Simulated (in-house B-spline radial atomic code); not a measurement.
Checks on a self-consistent run for P⁸⁺, [He] 2s2 2p2 4d1. Level of theory: Dirac-Hartree-Fock, average of configuration, Fermi nucleus of rms radius 3.1889 fm; calculated with a radial B-spline atomic code at the basis-set limit.

| orbital | q | ε (Eh) | <1/r> | <r²> | small-component weight |
| --- | --- | --- | --- | --- | --- |
| 1s1/2 | 2 | -91.92802 | 14.7146 | 0.0141796 | 0.0028577 |
| 2s1/2 | 2 | -16.16515 | 3.15279 | 0.254404 | 0.00052174 |
| 2p1/2 | 0.66667 | -14.98979 | 3.1097 | 0.203877 | 0.0005114 |
| 2p3/2 | 1.3333 | -14.94469 | 3.0937 | 0.205201 | 0.00050958 |
| 4d3/2 | 0.4 | -2.61390 | 0.594057 | 5.771 | 7.5236e-05 |
| 4d5/2 | 0.6 | -2.61324 | 0.593731 | 5.77447 | 7.5205e-05 |

Electron-electron repulsion V_ee = 46.2756 hartree.

Task: What total energy follows from the eigenvalues?

Result: The eigenvalues count the repulsion twice, so E = Σqε - V_ee = -248.719 - 46.276 = -294.995 hartree; the run printed -294.995.

Task: Does the Dirac virial theorem hold?

Result: For a point nucleus E = -2c²Σq·w, with w the small-component weight. Here Σq·w = 0.0078544 and c = 137.0360, so the ratio E/(-2c²Σq·w) is 1.000002.

Task: What diamagnetic shielding (Lamb formula) and susceptibility (Langevin formula) do the radii give?

Result: σ = (α²/3)Σq<1/r> = 42.5268/(3·137.036²) = 754.87 ppm, and χ = -0.79199×10⁻⁶·Σq<r²> = -5.322×10⁻⁶ cm³/mol with Σq<r²> = 6.7198 bohr². Both are non-relativistic formulas without the paramagnetism of open shells.
